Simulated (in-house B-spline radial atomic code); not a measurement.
# Two electrons outside the [Kr] 4d10 5s2 core: Nd¹⁰⁺

Computed with a B-spline radial code for spherical atoms: configuration interaction (CI) of the two valence electrons in the field of the frozen Dirac-Fock core, alone and with many-body perturbation theory for the core (screened one- and two-electron correlation potentials), Breit and QED terms; no-pair Dirac Hamiltonian, finite nucleus. Labels give the configuration (outer n counted up each series) and the leading LS term, or the jj pair where no LS term holds 70 %.

The outer s² shell of this core is soft: its mixing with p² is only treated to second order, so levels can be several per cent off.

Command:
```bash
python run_mb.py task.json out
```
Settings (nuclear radius in fm, box in bohr, cutoff in hartree):
```
basis_form          3
Z                   60
core_configuration  [Kr] 4d10 5s2
rms_radius          4.9123
mass_number         142
speed_of_light      137.036
box_radius          7.5
lmax                6
intervals           61
virtual_cutoff      7200.0
```

Run time, properties included: 3.6 min on 1 thread of Arm Neoverse N1 (shared host).

Excitation energies (cm⁻¹):

| level | purity of the LS term | CI alone | CI + MBPT + Breit + QED | Landé g of the LS mixture |
| --- | --- | --- | --- | --- |
| 4f2 3H4 | 0.967 | 0 | 0 | 0.81 |
| 4f5p (5/2,1/2)3 | 0.63 (3G) | -30494 | 551 | 0.85 |
| 4f2 3H5 | 1.0 | ? | ? | ? |
| 4f5p 3F2 | 0.711 | -27349 | 4159 | 0.78 |
| 4f2 3H6 | 0.997 | 5752 | 6164 | 1.17 |
| 4f5p (7/2,1/2)3 | 0.501 (3F) | ? | ? | ? |

(1) Where does 4f2 3H5 lie?

(2) Where does 4f5p (7/2,1/2)3 lie?

(3) What is the first ionisation energy?

Answers

(1) 2809 cm⁻¹ in CI alone and 3035 cm⁻¹ with all corrections; g = 1.03.

(2) -25109 cm⁻¹ in CI alone and 6231 cm⁻¹ with all corrections; g = 1.14.

(3) 166.62 eV to the 4f5/2 state of the next ion (160.51 eV from CI alone). NIST lists 168 ± 8 eV (tabulated theory).
